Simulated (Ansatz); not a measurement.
Total energies of C4H4Cl2F6O2Si (`FC(F)(F)CO[Si](Cl)(Cl)OCC(F)(F)F`).

```xyz
19

F    -2.752    0.346    2.070
C    -1.590    0.917    1.740
F    -1.708    1.400    0.498
F    -1.391    1.951    2.555
C    -0.479   -0.105    1.838
O     0.731    0.509    1.483
Si    1.903   -0.155    0.579
Cl    3.285    1.300    0.342
Cl    2.695   -1.783    1.475
O     1.342   -0.680   -0.849
C     0.642    0.090   -1.788
C    -0.477   -0.748   -2.368
F    -1.336   -1.145   -1.422
F    -1.157   -0.027   -3.264
F    -0.019   -1.840   -2.978
H    -0.438   -0.462    2.870
H    -0.741   -0.940    1.180
H     0.189    0.986   -1.352
H     1.302    0.386   -2.608
```

Charge 0, multiplicity 1. All single points use the PBE0-D4/def2-TZVP geometry. It is one conformer, not always the lowest. Basis def2-TZVPP, the Gaussian-basis code of Ansatz.

RPA on PBE orbitals: Hartree–Fock energy of these orbitals -2108.57097 Eh, correlation -4.69534 Eh (frozen core).

| functional | energy without D4 (Eh) | D4 term (kJ/mol) |
| --- | --- | --- |
| LDA (SPW92) | -2104.54564 | – |
| PBE | -2113.45367 | -63.4 |
| revPBE | -2114.33542 | -182.5 |
| BLYP | -2114.73964 | -134.4 |
| r2SCAN | -2114.41630 | -18.3 |
| B3LYP | -2114.92671 | -100.2 |
| r2SCANh | -2114.36284 | -19.4 |
| r2SCAN0 | -2114.28647 | -21.2 |
| HSE06 (plane-wave form) | -2113.50672 | -51.5 |
| BHLYP | -2114.51410 | -76.0 |
| CAM-B3LYP | -2114.67937 | -56.3 |
| ωB97X-V | -2114.43114 | – |
| B2PLYP | -2113.97514 | – |
| PBE-QIDH | -2113.20971 | – |

(1) Give the same for B97M-V, PBE0, LC-ωPBE, ωB97M-V. (Best estimate.)

B3LYP takes the VWN-RPA correlation (the form of Gaussian; ORCA's B3LYP/G). HSE06 is the plane-wave form, built on full-range PBE exchange. The double hybrids freeze the cores in their second-order part.

Answers

(1) The calculation gave: 
| functional | energy without D4 (Eh) | D4 term (kJ/mol) |
| --- | --- | --- |
| B97M-V | -2114.33181 | – |
| PBE0 | -2113.56628 | -55.0 |
| LC-ωPBE | -2114.04353 | – |
| ωB97M-V | -2114.61704 | – |

LC-ωPBE has ω = 0.4 bohr⁻¹.
